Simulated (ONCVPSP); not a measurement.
## What the settings do to the ONCV potential of indium

Base potential:

```json
{"Element": "indium", "Generator": "ONCVPSP 4.0.1", "Type": "optimised norm-conserving Vanderbilt (ONCV)", "Functional": "BLYP", "Relativity": "scalar-relativistic", "Frozen core": "[Kr] 4d10", "Valence charge": "3", "Reference configuration": "5s1 5p2", "Partial waves": "5s: rc 2.15 bohr, ncon 4, nbas 7, qcut 2.5 1/bohr, 2 projectors, debl 0.4 Ha; 5p: rc 2.00 bohr, ncon 5, nbas 8, qcut 4.6 1/bohr, 2 projectors, debl 2 Ha", "Local potential": "polynomial inside 1.75 bohr (lpopt 5, dvloc0 0 Ha)", "Core correction": "polynomial model core, fcfact 0.45"}
```

Cutoffs, loose and tight: the cutoffs (Ha) at which the residual kinetic energy of the hardest occupied pseudo-wave falls to 1 and 0.1 mHa per electron. They do not see the model core or the augmentation charge, which bear on the density cutoff. Test errors are all-electron minus pseudo excitation energies from the reference, over the configurations 5s2 5p1; 5s2 5p0; 5s1 5p0; 5s1 5p1. A dash means not determined; rows that change the core or the reference have their own tests.

A true bound ghost makes a file unfit for plane-wave use even where its test errors are small: the radial tests pick states by their node count and pass the ghost by.

```tsv
change	outcome	cutoff, loose	cutoff, tight	bound ghosts	GHOST(+) flags above zero	largest test error (meV)
base	generated	33 Ha	46 Ha	p	s	-80
local potential polynomial inside 1.25 bohr (lpopt 5, dvloc0 0 Ha)	generated	33 Ha	46 Ha	s, p	p	-82
p: ncon 3, nbas 6	generated	19 Ha	25 Ha	none	s, p	-78
s: rc 3.02	generated	33 Ha	46 Ha	p	s	-67
functional revPBE	generated	33 Ha	46 Ha	p	s	-106
s: qcut 2.9	generated	33 Ha	46 Ha	p	s	-81
s: nproj 3	generated	33 Ha	46 Ha	s, p	s	-81
p: rc 2.94	generated	19 Ha	25 Ha	none	s, p	-73
```
